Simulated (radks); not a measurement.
Effect of the nuclear size on the technetium ion Tc2+, [Kr] 4d5. All-electron calculation, Dirac Kohn-Sham, PBE, spin-unpolarised, spherical densities, finite nucleus; open shells are shared between the two j in proportion to 2j + 1; Fermi nuclear charge, rms radius 4.4112 fm. Program: a radial shooting solver on a logarithmic mesh with Libxc functionals. The rms radius is varied about that value; shifts are against it.

\begin{tabular}{lrrrrrr}
rms radius (fm) & total energy shift (eV) & density at nucleus (e/bohr^3) & 1s1/2 shift (meV) & 2s1/2 shift (meV) & 4s1/2 shift (meV) & 5s1/2 (empty) shift (meV) \\ \hline
3.9039 & -0.364 & 1.015e+05 & -154 & -16.6 & -0.513 & -0.071 \\
3.9745 & -0.315 & 1.013e+05 & -133 & -14.4 & -0.445 & -0.061 \\
4.4112 & 0 & 1.001e+05 & 0.000 & 0.000 & 0.000 & 0.000 \\
4.7597 & 0.273 & 9.929e+04 & 115 & 12.4 & 0.384 & 0.053 \\
5.2184 & 0.659 & 9.826e+04 & 278 & 30.1 & 0.929 & 0.128 \\
\end{tabular}

Slopes of the eigenvalues against <r^2> in GHz/fm^2, as finite differences over the two radii next to the reference (eigenvalue slopes, not the field-shift constants of lines): 1s1/2 8750, 2s1/2 946, 4s1/2 29.2, 5s1/2 (empty) 4.02.
